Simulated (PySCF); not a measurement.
Z-matrix (Å, degrees):
```
N
C 1 1.4544
H 2 1.1018 1 109.81
H 2 1.1089 3 108.47 1 121.43
H 2 1.1089 3 108.69 4 117.13
C 1 1.4634 2 115.49 3 -179.82
H 6 1.1080 1 111.83 2 -62.72
H 6 1.1080 7 109.19 1 -123.93
H 6 1.1132 7 107.15 8 -115.55
Zr 1 2.0028 2 135.86 3 -0.78
S 10 2.4661 1 101.07 2 -107.41
H 11 1.3611 10 94.61 1 -169.68
S 10 2.4702 1 112.14 2 8.59
H 13 1.3608 10 90.44 1 -90.51
S 10 2.4729 1 109.75 2 132.51
H 15 1.3618 10 90.46 1 -163.84
```
Charge 0, spin multiplicity 1.

### Question
Estimate the total energy, HOMO, HOMO–LUMO gap, LUMO and charge on the central atom (Mulliken) that TPSSh-D3(BJ)/def2-TZVP // TPSS-D3(BJ)/def2-SVP (PySCF) returns for this input.

### Answer

```
Quantity                                      Result
-------------------------------------  -------------
total energy                           -1378.3651 Ha
HOMO                                        -6.61 eV
HOMO–LUMO gap                                4.43 eV
LUMO                                        -2.18 eV
charge on the central atom (Mulliken)         1.06 e
```
